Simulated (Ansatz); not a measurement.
Input:

```yaml
crystal:
  periodic: [false, false, false]
  atoms:
    - { symbol: B, position_ang: [0.593, -2.1465, -1.3302] }
    - { symbol: C, position_ang: [0.6511, -1.1596, -0.1032] }
    - { symbol: O, position_ang: [1.6864, -0.6222, 0.15] }
    - { symbol: S, position_ang: [-0.7002, -0.8599, 0.9364] }
    - { symbol: S, position_ang: [-1.4115, 0.8014, -0.2285] }
    - { symbol: C, position_ang: [-0.5809, 2.024, 0.8705] }
    - { symbol: H, position_ang: [-0.4574, -2.6184, -1.599] }
    - { symbol: H, position_ang: [1.5255, -2.2778, -2.0347] }
    - { symbol: H, position_ang: [-0.9694, 1.9386, 1.9485] }
    - { symbol: H, position_ang: [-0.7752, 3.0346, 0.5199] }
    - { symbol: H, position_ang: [0.504, 1.8288, 0.891] }
basis:
  gaussian: { orbitals: "6-31G*" }
hamiltonian:
  xc: pbe
  dispersion: d4
relax:
  f_tol: 0.015
  max_steps: 40
```

Run as:

```bash
$ ansatz run input.yaml --threads 2 --pin off --max-ram 3072MiB --backend cpu --events-out ev --progress --plain --runs-dir out
```

Hardware: 2 threads of Arm Neoverse V1, on a shared host.

Roughly how long does this run take, and how much memory?

69 s, with a peak of 0.15 GiB, for 25 ionic steps.
